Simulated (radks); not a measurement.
Ionisation ladder of phosphorus, from P I to P VI. Each ion is in the ground configuration listed by NIST, and IE = E(next ion) - E(this ion). Calculated with a radial shooting solver on a logarithmic mesh with Libxc functionals: non-relativistic Kohn-Sham, r2SCAN, spin-polarised, spherical densities, point nucleus; open shells are filled with parallel spins first; meta-GGA in the generalised Kohn-Sham scheme.

| species | configuration | IE, Delta-SCF (eV) | -e(HOMO) (eV) | HOMO |
|---|---|---|---|---|
| P I | [Ne] 3s2 3p3 | 10.915 | 6.696 | 3p up |
| P II | [Ne] 3s2 3p2 | ? | 15.332 | 3p up |
| P III | [Ne] 3s2 3p1 | ? | 24.935 | 3p up |
| P IV | [Ne] 3s2 | ? | 45.710 | 3s |
| P V | [Ne] 3s1 | 64.804 | 59.689 | 3s up |
| P VI | [Ne] | 222.52 | 202.03 | 2p |

Estimate the withheld Delta-SCF values.

Answer. P II: 20.068 eV (NIST 19.769); P III: 29.972 eV (NIST 30.203); P IV: 50.629 eV (NIST 51.444).
